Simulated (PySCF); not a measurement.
**Correlation energy of Tc⁺ (technetium, charge +1)**

[Kr] 4d4 5s1 5p1, one real determinant (an excited configuration). Calculation: PySCF 2.14, in def2-TZVPPD with the def2 core potential (28 electrons) (6s4p3d2f1g, 56 functions); scalar relativity through the core potential. Frozen: 4s2 4p6; 6 electrons correlated.

| level | correlation energy (mhartree) |
| --- | --- |
| CCSD | -66.38 |
| (T) | -1.11 |
| CCSD(T) | -67.49 |

Diagnostics: T1 = 0.016, D1 = 0.0547, largest double amplitude 0.046.

Question: Is a single reference adequate?

Answer: Yes, within this model without spin-orbit coupling: T1 lies below 0.03 and no double amplitude reaches 0.07.

The reference is one real determinant that mixes LS terms of this configuration.
